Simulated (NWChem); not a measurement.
System: C$_{4}$H$_{7}$F; SMILES C(=C(C)C)F

Excerpt of the output:

```
             Northwest Computational Chemistry Package (NWChem) 7.3.0
             --------------------------------------------------------

                             Geometry "geometry" -> ""
                             -------------------------

 Output coordinates in angstroms (scale by  1.889725989 to convert to a.u.)

  No.       Tag          Charge          X              Y              Z
 ---- ---------------- ---------- -------------- -------------- --------------
    1 C                    6.0000     0.78565800    -1.69199200     0.00000000
    2 C                    6.0000     0.02987200    -0.39919900     0.00000000
    3 C                    6.0000    -1.46569800    -0.45925100     0.00000000
    4 C                    6.0000     0.68777700     0.76149700     0.00000000
    5 F                    9.0000     0.06555800     1.94442300     0.00000000
    6 H                    1.0000     1.87455600    -1.53754300     0.00000000
    7 H                    1.0000     0.52851600    -2.29860600     0.88499000
    8 H                    1.0000     0.52851600    -2.29860600    -0.88499000
    9 H                    1.0000    -1.91163300     0.54362400     0.00000000
   10 H                    1.0000    -1.83534300    -1.00431100    -0.88499600
   11 H                    1.0000    -1.83534300    -1.00431100     0.88499600
   12 H                    1.0000     1.77742200     0.86087800     0.00000000

 Effective nuclear repulsion energy (a.u.)     173.6047996831

                                 NWChem DFT Module
                                 -----------------

 Summary of "ao basis" -> "ao basis" (spherical)
 ------------------------------------------------------------------------------
       Tag                 Description            Shells   Functions and Types
 ---------------- ------------------------------  ------  ---------------------
 C                           6-31g*                  6       14   3s2p1d
 F                           6-31g*                  6       14   3s2p1d
 H                           6-31g*                  2        2   2s

 in cosmo_initialize ...

 solvent parameters
 solvname_short: unkn
 solvname_long:  unknown
 dielec:       25.0000

          ---------------
          -cosmo- solvent
          ---------------
 Cosmo: York-Karplus, doi: 10.1021/jp992097l
 dielectric constant -eps-     =  25.00
 screen = (eps-1)/(eps    )    =   0.96000
 surface charge correction     = lagrangian

[...]

                                   COSMO solvation results
                                   -----------------------

                 gas phase energy =      -256.412923792239
                 sol phase energy =      -256.416320105818
 (electrostatic) solvation energy =         0.003396313579 (    2.13 kcal/mol)

                       DFT Final Molecular Orbital Analysis
                       ------------------------------------

 Vector   18  Occ=2.000000D+00  E=-4.284536D-01
              MO Center= -3.5D-01, -1.9D-01,  8.2D-10, r^2= 3.3D+00
   Bfn.  Coefficient  Atom+Function         Bfn.  Coefficient  Atom+Function
  ----- ------------  ---------------      ----- ------------  ---------------
    18      0.300281   2 C  py               32     -0.269516   3 C  py
     4     -0.232202   1 C  py               45     -0.198686   4 C  px
    46     -0.177095   4 C  py               59      0.168075   5 F  px
    78     -0.168169   9 H  s                77     -0.165015   9 H  s
    60      0.150790   5 F  py               36     -0.143607   3 C  py

 Vector   19  Occ=2.000000D+00  E=-4.151230D-01
              MO Center=  1.3D-02, -5.0D-01, -1.7D-11, r^2= 3.3D+00
   Bfn.  Coefficient  Atom+Function         Bfn.  Coefficient  Atom+Function
  ----- ------------  ---------------      ----- ------------  ---------------
    17      0.324770   2 C  px               31     -0.312166   3 C  px
     3     -0.268953   1 C  px               35     -0.182873   3 C  px
    71     -0.172123   6 H  s                72     -0.168378   6 H  s
    59      0.163947   5 F  px                7     -0.141593   1 C  px
    84     -0.139383  12 H  s                77      0.136134   9 H  s

 Vector   20  Occ=2.000000D+00  E=-2.926812D-01
              MO Center=  2.2D-01,  1.0D-01,  3.1D-10, r^2= 2.4D+00
   Bfn.  Coefficient  Atom+Function         Bfn.  Coefficient  Atom+Function
  ----- ------------  ---------------      ----- ------------  ---------------
    47      0.382252   4 C  pz               19      0.361658   2 C  pz
    23      0.287832   2 C  pz               51      0.262326   4 C  pz
    61     -0.242798   5 F  pz               65     -0.208063   5 F  pz
    74     -0.125415   7 H  s                76      0.125415   8 H  s
     5     -0.107742   1 C  pz               80      0.107118  10 H  s

 Vector   21  Occ=0.000000D+00  E= 8.082446D-02
              MO Center=  2.4D-01,  3.4D-02, -3.3D-09, r^2= 2.7D+00
   Bfn.  Coefficient  Atom+Function         Bfn.  Coefficient  Atom+Function
  ----- ------------  ---------------      ----- ------------  ---------------
    51     -0.609859   4 C  pz               23      0.578871   2 C  pz
    47     -0.434392   4 C  pz               19      0.407266   2 C  pz
    80      0.300559  10 H  s                82     -0.300559  11 H  s
    74     -0.250997   7 H  s                76      0.250997   8 H  s
    65      0.182820   5 F  pz               61      0.167093   5 F  pz

 Vector   22  Occ=0.000000D+00  E= 1.587152D-01
              MO Center= -1.3D-01, -1.3D+00, -1.0D-08, r^2= 6.0D+00
   Bfn.  Coefficient  Atom+Function         Bfn.  Coefficient  Atom+Function
  ----- ------------  ---------------      ----- ------------  ---------------
     6      1.565845   1 C  s                34      1.330449   3 C  s
    74     -0.800966   7 H  s                76     -0.800966   8 H  s
    80     -0.788967  10 H  s                82     -0.788967  11 H  s
    72     -0.782698   6 H  s                84     -0.525077  12 H  s
    78     -0.496365   9 H  s                 8     -0.443672   1 C  py

[...]
```

Level: M05-2X/6-31G* (spherical d), COSMO on the gas-phase geometry. All runs use the structure optimised with PBE0/def2-SVP. COSMO prints the solvation energy as gas minus solution, so a positive value is a stabilisation.

Problem. Reconstruct the input file.

Solution. This is not unique; one that fits is the input that was run:
```
start job
memory heap 200 mb stack 900 mb global 1100 mb
geometry units angstroms noautosym nocenter noautoz
  C      0.785658    -1.691992     0.000000
  C      0.029872    -0.399199     0.000000
  C     -1.465698    -0.459251     0.000000
  C      0.687777     0.761497     0.000000
  F      0.065558     1.944423     0.000000
  H      1.874556    -1.537543     0.000000
  H      0.528516    -2.298606     0.884990
  H      0.528516    -2.298606    -0.884990
  H     -1.911633     0.543624     0.000000
  H     -1.835343    -1.004311    -0.884996
  H     -1.835343    -1.004311     0.884996
  H      1.777422     0.860878     0.000000
end
basis spherical
  C library 6-31g*
  F library 6-31g*
  H library 6-31g*
end
dft
  xc m05-2x
  iterations 150
end
cosmo
  dielec 25.0
end
task dft energy
```
